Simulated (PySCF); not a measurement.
BrClGaHO.

```xyz
5

Ga     0.3292     0.4910     0.0000
Cl    -1.1469     2.0335     0.0000
Br    -0.2648    -1.6843     0.0000
O      2.0443     0.9119     0.0000
H      2.2060     1.8625     0.0000
```

Geometry: PBE0-D3(BJ)/def2-SVP. The structure was generated by enumeration; whether it is a known compound was not checked. Other conformers were not sampled.

The numbers are results of PBE/pcSseg-1 (PySCF), not measurements. Non-relativistic, no solvent.

### Question
Give the absolute GIAO shielding of each atom: isotropic value and principal components (ppm). (The exact figures need the calculation; the answer reports its results.)

### Answer

| atom | σ(iso) | σ11 | σ22 | σ33 | span |
|---|---|---|---|---|---|
| Ga1 | 1323.8 | 1066.6 | 1396.9 | 1508.0 | 441.4 |
| Cl2 | 817.5 | 649.5 | 777.2 | 1025.9 | 376.4 |
| Br3 | 2504.2 | 2203.6 | 2392.3 | 2916.8 | 713.3 |
| O4 | 212.4 | 101.0 | 243.0 | 293.2 | 192.2 |
| H5 | 28.0 | 20.9 | 22.8 | 40.5 | 19.6 |
